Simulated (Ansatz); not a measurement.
Cl₂H₄N₂Si (`N[Si](N)(Cl)Cl`) from Hartree–Fock to CCSD(T)

Cartesian coordinates in Å:
```
N -0.087 0.908 -1.154
Si 0.295 -0.340 -0.082
N -0.588 -0.130 1.342
Cl -0.151 -2.251 -0.696
Cl 2.343 -0.275 0.085
H -1.048 1.089 -1.394
H 0.549 1.162 -1.891
H -0.769 -0.910 1.952
H -0.544 0.746 1.838
```

Total charge 0; spin multiplicity 1. All single points use the PBE0-D4/def2-TZVP geometry. It is one conformer, not always the lowest. Frozen core, restricted reference, Ansatz. CBS rows extrapolate triple and quadruple zeta; past MP2 they add the triple-zeta difference.

```tsv
basis	HF (Eh)	MP2 corr.	CCSD corr.	(T)	CCSD(T) total
def2-SVP	-1318.87731	-0.69442	-0.74106	-0.01725	-1319.63562
def2-TZVPP	-1319.44297	?	-0.96822	-0.03964	?
def2-QZVPP	-1319.48345	?	–	–	–
CBS(def2)	?	-1.06238	?	as TZ	?
```

(1) Fill in the withheld values. (An estimate is asked.)

## Answers

(1) Computed: def2-TZVPP MP2 corr.: -0.92097; def2-TZVPP CCSD(T) total: -1320.45083; def2-QZVPP MP2 corr.: -1.00220; CBS(def2) HF (Eh): -1319.48902; CBS(def2) CCSD corr.: -1.10963; CBS(def2) CCSD(T) total: -1320.63829.
